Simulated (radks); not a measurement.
Coulomb parameter of the 3d shell of the chromium ion Cr3+ in the model configuration [Ar] 3d1 4p2, as a second difference U = [E(n + 0.5) + E(n - 0.5) - 2 E(n)] / (0.5)^2 with all orbitals relaxed. "Bare": the charge of the atom changes with n. "Screened": the 4p shell takes up the change at fixed total charge, which measures U(3d,3d) + U(4p,4p) - 2 U(3d,4p). Calculated with a radial shooting solver on a logarithmic mesh with Libxc functionals: Dirac Kohn-Sham, PBE, spin-unpolarised, spherical densities, point nucleus; open shells are shared between the two j in proportion to 2j + 1.

| case | configuration | E - E(n) (eV) |
|---|---|---|
| start | [Ar] 3d1 4p2 | 0.000 |
| bare +0.5 | [Ar] 3d1.5 4p2 | -25.365 |
| bare -0.5 | [Ar] 3d0.5 4p2 | 30.265 |
| screened +0.5 | [Ar] 3d1.5 4p1.5 | -12.953 |
| screened -0.5 | [Ar] 3d0.5 4p2.5 | 14.508 |

U(bare) = 19.598 eV, U(screened by 4p) = 6.220 eV.
